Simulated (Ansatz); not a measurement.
```yaml
crystal:
  periodic: [false, false, false]
  atoms:
    - {symbol: B, position_ang: [1.078435, -0.443318, -0.124696]}
    - {symbol: B, position_ang: [-1.283898, 0.587678, 1.017661]}
    - {symbol: B, position_ang: [0.031930, -0.557308, 1.095774]}
    - {symbol: B, position_ang: [-0.434781, 0.733453, -0.331173]}
    - {symbol: P, position_ang: [0.975800, -1.330472, -1.840553]}
    - {symbol: P, position_ang: [-0.681698, -0.085181, -2.112746]}
    - {symbol: P, position_ang: [1.429101, 1.463195, -0.232813]}
    - {symbol: P, position_ang: [-1.114889, -0.368058, 2.528547]}
basis:
  gaussian: {orbitals: def2-TZVPD, initial_orbitals: start.molden}
total_charge: -1
magnetization: {spin_polarized: true, initial_magnetization: 1}
hamiltonian: {xc: {name: CAM-B3LYP}, dispersion: d4}
scf: {omitted_lower_state_checks: [starts]}
output: {orbitals: {seedname: orbitals}}
```

The file start.molden holds the orbitals of an earlier run on this structure, at another level or in another basis.

```sh
$ ansatz run in.yaml --threads 4 --pin off --events-out ev --progress --plain --max-ram 4787MiB
```

Task: Does this run fit into the memory that it is given?

Result: No. It has 320 basis functions, and Ansatz plans for 4.82 GiB where 4.67 GiB are given.
